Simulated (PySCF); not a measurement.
Ag⁺ (silver, charge +1) across methods

[Kr] 4d9 5p1, one real determinant (an excited configuration). All numbers are calculated (PySCF 2.14, scalar relativity through the core potential, in aug-cc-pwCVDZ-PP with ECP28MDF (6s6p5d3f, 70 functions)). The B2PLYP total includes its PT2 part (frozen core); its orbital energies are those of the SCF part.

| method | E (hartree) | mean ε 4d α (eV) | mean ε 4d β (eV) | mean ε 5p α (eV) | Σ⟨r²⟩ (bohr²) | ⟨S²⟩ |
| --- | --- | --- | --- | --- | --- | --- |
| MN15 | -145.9528 | -23.751 | -23.016 | -9.820 | 41.24 | 2.000 |
| r2SCAN0 | -146.2755 | -23.298 | -22.317 | -9.495 | 40.82 | 2.001 |
| HSE06 | -146.2570 | -22.595 | -21.683 | -9.037 | 41.03 | 2.001 |
| UHF | -145.48362 | -28.568 | -27.367 | -10.607 | 42.07 | 2.002 |
| B2PLYP | -146.0946 | -25.059 | -24.074 | -9.812 | 41.36 | 2.001 |
| LDA | -145.9706 | -21.078 | -20.215 | -8.919 | 40.89 | 2.000 |
| r2SCAN | -146.3081 | -21.241 | -20.305 | -8.954 | 40.72 | 2.001 |
| PBE | -146.2679 | -20.878 | -20.040 | -8.822 | 40.99 | 2.000 |
| PBE0 | -146.2594 | -23.016 | -22.101 | -9.396 | 41.02 | 2.001 |

⟨L²⟩ = 8.02 against 12 for a pure F term, so this real determinant mixes terms. Energies and moments cover only the electrons outside the core potential.
